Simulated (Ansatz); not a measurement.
Relaxation of CH$_{7}$BSi$_{2}$ (11 atoms, charge 0, multiplicity 1), to a largest force component of 0.015 eV/Å in at most 40 steps.

Theory: RKS CAM-B3LYP/def2-SVP in Ansatz 0.2.0.

```xyz
11
Properties=species:S:1:pos:R:3
Si -1.133 1.409 -0.065
Si -0.345 -0.477 0.671
B 1.591 -0.514 0.102
C 0.612 -1.458 -0.517
H -1.196 1.430 -1.565
H -0.340 2.581 0.390
H -2.524 1.625 0.435
H -0.315 -0.785 2.098
H 2.736 -0.097 0.230
H 0.318 -1.238 -1.552
H 0.661 -2.532 -0.206
```

Q: Where does it end, and by what steps?

A: The run converged. After 20 steps the energy has fallen by 0.824 eV; H9 moved furthest, 1.07 Å.

```tsv
step	energy less start (eV)	largest force component (eV/Å)	accepted
0	0.0000	2.515	yes
1	-0.4848	0.949	yes
2	-0.6361	0.537	yes
3	-0.7121	0.259	yes
4	-0.7228	0.301	yes
5	-0.7416	0.179	yes
6	-0.7534	0.142	yes
7	-0.7573	0.141	yes
8	-0.7605	0.144	yes
9	-0.7670	0.376	yes
10	-0.7741	0.371	yes
11	-0.7839	0.501	yes
12	-0.7953	0.524	yes
13	-0.8050	0.437	yes
14	-0.8171	0.223	yes
15	-0.7937	0.754	no
16	-0.8226	0.090	yes
17	-0.8238	0.069	yes
18	-0.8187	0.219	no
19	-0.8242	0.048	yes
20	-0.8245	0.014	yes
```

```xyz
11
Properties=species:S:1:pos:R:3
Si -1.277 1.487 -0.085
Si 0.265 0.011 0.846
B 1.841 -0.746 0.045
C 0.632 -1.397 -0.557
H -0.998 1.601 -1.544
H -1.152 2.831 0.544
H -2.673 1.005 0.106
H -0.045 -0.347 2.259
H 2.930 -1.138 0.355
H 0.026 -0.881 -1.313
H 0.517 -2.485 -0.634
```

Whether the end is a true minimum wasn't checked by a vibrational analysis.

Run time: 59 s on 2 threads of Arm Neoverse V1, with other jobs on the host, peak memory 0.24 GiB.
